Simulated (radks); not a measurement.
Values are calculated unless marked as measured or tabulated.
Initial-state core-level shifts of the lanthanum ion La2+ when its valence configuration changes from [Xe] 5d1. Code: a radial shooting solver on a logarithmic mesh with Libxc functionals. Model: scalar-relativistic Kohn-Sham, LDA (Slater exchange, Perdew-Wang correlation), spin-polarised, spherical densities, point nucleus; open shells are filled with parallel spins first (spin-orbit coupling, left out, can overturn this in heavy ions). Shifts are changes of the shell-averaged eigenvalues in eV (positive: less bound).

valence          2s      3d      5s      5p
4f1          +7.096  +8.054  +3.401  +2.734
6s1          -2.705  -2.674  -2.371  -2.198
6p1          -3.734  -3.708  -3.345  -3.133
4f0.5 6s0.5  +2.475  +3.006  +0.598  +0.332
5d0.5 6p0.5  -1.863  -1.851  -1.683  -1.579
